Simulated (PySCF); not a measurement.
Ge(H)2(vinyl)2 (C₄H₈Ge), SMILES [CH]([GeH2][CH]=C)=C.

Coordinates come from a r2SCAN-D4/def2-SVP optimisation. The values are those of a single conformer.

Two levels are set side by side: TDA-PBE/def2-SVPD (PySCF) and TDA-CAM-B3LYP/def2-SVPD (PySCF). Vertical, same geometry. The lowest singlet is HOMO→LUMO 61 %, HOMO−1→LUMO+1 39 % with PBE and HOMO−2→LUMO 38 %, HOMO→LUMO 37 %, HOMO−1→LUMO+1 12 %, HOMO−3→LUMO+1 10 % with the other functional; states are paired by order. Differences are taken from unrounded values.

```json
[
 {"quantity": "lowest singlet excitation (eV)", "TDA-CAM-B3LYP": "6.45"},
 {"quantity": "lowest triplet excitation (TDA) (eV)", "TDA-CAM-B3LYP": "4.22"},
 {"quantity": "first bright state (f over 0.05) (eV)", "TDA-CAM-B3LYP": "7.44"},
 {"quantity": "its oscillator strength", "TDA-CAM-B3LYP": "0.49"}
]
```

Task: What does TDA-PBE give, and how far is it from TDA-CAM-B3LYP? (An estimate is asked for; the answer gives what the named calculation found.)

Result: 
```
quantity                               TDA-PBE  TDA-PBE minus TDA-CAM-B3LYP
-------------------------------------  -------  ---------------------------
lowest singlet excitation (eV)            5.37                        -1.08
lowest triplet excitation (TDA) (eV)      4.29                         0.07
first bright state (f over 0.05) (eV)     5.97                        -1.47
its oscillator strength                   0.05                        -0.44
```

A lower first singlet is the usual sign of a functional without exact exchange. Differences between two approximate levels are no errors against the true value.

Rough cost on one machine, each run with all the roots and properties that it gave: TDA-CAM-B3LYP against TDA-PBE about 4 times.
